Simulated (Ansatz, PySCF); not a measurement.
Complex: N2 (SMILES N#N) (first 2 atoms) with CHN (SMILES C#N); geometry from B3LYP-D3(BJ)/def2-TZVP, rigid monomers moved along the line of their centres of mass till N2···H5 is 3.42 Å.
(charge 0, multiplicity 1):
```xyz
5

N      0.06391     0.32300    -1.09639
N      0.03054     0.11818    -0.02598
C     -0.10737    -0.73478     4.38164
N     -0.14258    -0.95315     5.50644
H     -0.07449    -0.53028     3.33365
```

Counterpoise-corrected where a basis set is named; no monomer relaxation.

Cores are frozen in the correlated methods. CBS(a, b) extrapolates the correlation energy as X⁻³ and adds the Hartree–Fock energy of set b. Rows in 6-31G* carry no dispersion term and start afresh at each structure (6-31G* with six Cartesian d functions).

The values were computed with Ansatz (an electronic-structure program); PySCF for 6-31G* rows. Each number belongs to the level named beside it.

Give the interaction energy at the level HF/6-31G*.

-0.5 kcal/mol
